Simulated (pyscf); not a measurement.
S=Sb–Cl (SMILES [S]=[Sb][Cl]), singlet

Gas-phase minimum from PySCF at ωB97X-D3(BJ)/def2-SVP, one conformer. 

```
Sb
S 1 2.1912
Cl 1 2.3742 2 105.27
```

Properties at ωB97X-D3(BJ)/def2-SVP:

- Harmonic wavenumbers, unscaled: 148, 373, 540 cm⁻¹
- Zero-point energy: 1.5 kcal/mol
- Rotational symmetry number: 1
- Entropy of this conformer at 298 K and 1 atm, rigid rotor and harmonic oscillator, modes under 100 cm⁻¹ raised to 100: 305.4 J/(mol K)
- Dipole moment: 3.07 D

Single-point totals, which compare only within one level (frozen core for MP2 and CC):

| level | total energy (hartree) |
|---|---|
| ωB97X-D3(BJ)/def2-TZVP | -1098.81960 |
| PBE/def2-TZVP | -1098.38082 |
| r²SCAN/def2-TZVP | -1098.77232 |
| B3LYP-D3(BJ)/def2-TZVP | -1098.85389 |
| PBE0-D3(BJ)/def2-TZVP | -1098.45271 |
| M06-2X/def2-TZVP | -1098.61367 |
| ωB97M-D3(BJ)/def2-TZVP | -1098.87706 |
| HF/def2-TZVPP | -1096.36853 |
| MP2/def2-TZVPP | -1097.06441 |
| CCSD/def2-TZVPP | -1097.07645 |
| CCSD(T)/def2-TZVPP | -1097.11026 |

The CCSD(T) − MP2 part came from Ansatz, without density fitting, on the same reference. The frozen core leaves the outer d or s,p core shells of the metals and heavy elements correlated in the MP2 and CC values, and def2-TZVPP describes them poorly, so these totals are far from the basis limit. Elements past Kr carry the def2 core potentials, without spin-orbit coupling.
